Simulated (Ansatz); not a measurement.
One change: `N[SiH](F)C[SiH3]` becomes `NC[SiH](N)F`.

Ansatz, PBE0-D4/def2-TZVP geometries, multiplicity 1. Each molecule was computed in one conformer, which needn't be the lowest.

```csv
property,`N[SiH](F)C[SiH3]`
LUMO energy (PBE0/def2-TZVPP) / eV,0.52
size of the dipole moment (B3LYP/def2-TZVPP) / D,1.29
HOMO energy (PBE/def2-TZVPP) / eV,-6.53
LUMO energy (PBE/def2-TZVPP) / eV,-0.28
size of the dipole moment (ωB97M-V/def2-TZVPP) / D,1.29
LUMO energy (ωB97M-V/def2-TZVPP) / eV,1.98
```

Q: What does the change do to each property? (An estimate is asked.)

A: The calculation gave: 
| property | `NC[SiH](N)F` | shift |
| --- | --- | --- |
| LUMO energy (PBE0/def2-TZVPP) / eV | 0.68 | 0.16 |
| size of the dipole moment (B3LYP/def2-TZVPP) / D | 1.38 | 0.09 |
| HOMO energy (PBE/def2-TZVPP) / eV | -5.56 | 0.97 |
| LUMO energy (PBE/def2-TZVPP) / eV | -0.17 | 0.11 |
| size of the dipole moment (ωB97M-V/def2-TZVPP) / D | 1.37 | 0.08 |
| LUMO energy (ωB97M-V/def2-TZVPP) / eV | 2.14 | 0.16 |

With PBE0 the HOMO rises by 0.97 eV and the LUMO rises by 0.16 eV, so the gap narrows by about 0.81 eV. PBE moves the HOMO by 0.97 eV and ωB97M-V by 1.00 eV. Dipoles are sizes alone; their direction can turn.

B3LYP here is the variant with VWN-RPA as its local correlation; programs differ in this.
